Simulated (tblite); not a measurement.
Compound: C6H10B2F2.
Atom-mapped SMILES: `[CH2:1]=[CH:2]/[C:3](=[CH:4]/[CH2:5][CH3:6])[B:7]([F:8])[BH:9][F:10]` (hydrogens: H11, H12 on C1; H13 on C2; H14 on C4; H15, H16 on C5; H17, H18, H19 on C6; H20 on B9)

Computed with GFN2-xTB (tblite), gas phase: L-BFGS steps from a force-field or distance-geometry start until the largest atomic force falls under 0.01 eV/Å.

Step 104: E = -813.4208 eV
```
atom  x, y, z in Å  |  force x, y, z in eV/Å
C1     -2.6310   -1.4059    0.0558    0.030   0.004   0.036
C2     -1.3081   -1.4051   -0.0428   -0.012  -0.011  -0.008
C3     -0.4378   -0.2273   -0.0742   -0.022   0.005  -0.010
C4      0.8909   -0.4659   -0.1657   -0.002   0.006  -0.013
C5      2.0028    0.5247   -0.2095    0.001   0.007   0.010
C6      3.3491   -0.1248    0.0946   -0.001   0.001   0.004
B7     -1.0712    1.2098   -0.0087   -0.034   0.014  -0.006
F8     -0.2257    2.2409   -0.0830   -0.004  -0.016   0.002
B9     -2.7205    1.5127    0.2186   -0.003  -0.016   0.032
F10    -3.5549    1.7755   -0.7772    0.004   0.019  -0.002
H11    -3.1980   -0.4911    0.1322    0.001   0.006  -0.010
H12    -3.2015   -2.3184    0.0798    0.010  -0.007  -0.015
H13    -0.7963   -2.3590   -0.1075    0.010  -0.006  -0.005
H14     1.2185   -1.5005   -0.2175    0.018  -0.006  -0.002
H15     2.0331    0.9830   -1.2040   -0.011  -0.020   0.000
H16     1.8190    1.3366    0.4948   -0.014  -0.010   0.030
H17     4.1373    0.6243    0.1149   -0.005  -0.016  -0.027
H18     3.5990   -0.8699   -0.6586    0.006   0.014   0.009
H19     3.3199   -0.6142    1.0660    0.016   0.003   0.004
H20    -3.2298    1.5853    1.2889    0.012   0.030  -0.029
```

Step 105: E = -813.4212 eV
```
atom  x, y, z in Å  |  force x, y, z in eV/Å
C1     -2.6313   -1.4085    0.0587    0.023  -0.020   0.038
C2     -1.3097   -1.4055   -0.0469    0.020  -0.012  -0.003
C3     -0.4394   -0.2276   -0.0707   -0.028   0.012  -0.018
C4      0.8893   -0.4655   -0.1626   -0.002  -0.005  -0.003
C5      2.0025    0.5234   -0.2065    0.005  -0.001   0.005
C6      3.3509   -0.1247    0.0937   -0.003   0.004   0.008
B7     -1.0729    1.2092   -0.0055   -0.038   0.003  -0.009
F8     -0.2247    2.2374   -0.0770    0.012   0.019   0.001
B9     -2.7219    1.5185    0.2157    0.031  -0.044   0.029
F10    -3.5552    1.7647   -0.7841   -0.015   0.031  -0.018
H11    -3.1947   -0.4951    0.1498   -0.046   0.056  -0.005
H12    -3.2020   -2.3209    0.0740    0.010  -0.009  -0.012
H13    -0.7990   -2.3579   -0.1239    0.033  -0.036  -0.010
H14     1.2158   -1.4998   -0.2163    0.026  -0.024  -0.005
H15     2.0301    0.9798   -1.2016   -0.006  -0.007  -0.001
H16     1.8205    1.3356    0.4981   -0.011  -0.010   0.027
H17     4.1364    0.6275    0.1093   -0.001  -0.020  -0.026
H18     3.6020   -0.8711   -0.6582   -0.010   0.024   0.011
H19     3.3281   -0.6118    1.0666    0.008   0.006   0.000
H20    -3.2300    1.6030    1.2843   -0.007   0.034  -0.010
```

**Question.** Estimate the geometry and energy of step 106. (The exact step hangs on the optimiser's Hessian estimate; all steps are aligned on step 105, rigid shifts and turns removed.)

**Answer.** E = -813.4214 eV, largest force 0.093 eV/Å
```
atom  x, y, z in Å  |  force x, y, z in eV/Å
C1     -2.6302   -1.4114    0.0799    0.076   0.039   0.037
C2     -1.3097   -1.4059   -0.0550   -0.053  -0.033   0.003
C3     -0.4404   -0.2270   -0.0690   -0.025   0.013  -0.021
C4      0.8884   -0.4636   -0.1668    0.000  -0.011   0.008
C5      2.0041    0.5230   -0.2051    0.003  -0.006   0.002
C6      3.3524   -0.1268    0.0936    0.013   0.001   0.015
B7     -1.0752    1.2091    0.0029   -0.006   0.027  -0.014
F8     -0.2232    2.2370   -0.0488   -0.024  -0.005   0.004
B9     -2.7274    1.5227    0.2010    0.015  -0.038   0.010
F10    -3.5508    1.7438   -0.8142    0.017   0.017   0.027
H11    -3.1933   -0.4985    0.2080    0.013  -0.025  -0.019
H12    -3.1999   -2.3247    0.0835    0.008  -0.001  -0.010
H13    -0.7991   -2.3572   -0.1650   -0.006   0.013  -0.004
H14     1.2136   -1.4978   -0.2304    0.029  -0.027  -0.008
H15     2.0333    0.9807   -1.1995   -0.006   0.002   0.000
H16     1.8239    1.3337    0.5016   -0.016  -0.013   0.023
H17     4.1360    0.6282    0.1199   -0.013  -0.037  -0.027
H18     3.6101   -0.8651   -0.6649   -0.025   0.038   0.026
H19     3.3278   -0.6236    1.0622    0.004   0.015  -0.019
H20    -3.2457    1.6341    1.2630   -0.003   0.031  -0.033
```

The energy changes by -0.0002 eV. The first-order estimate −F·Δx gives -0.0008 eV and the mean of the old and new forces, exact on a quadratic surface, -0.0002 eV. The step makes an angle of 87° with the force vector and moves no atom by more than 0.058 Å.

What follows is the cost of the whole relaxation. Time: 1.8 s wall. Hardware: one thread of an Arm Neoverse V1, on a shared host.
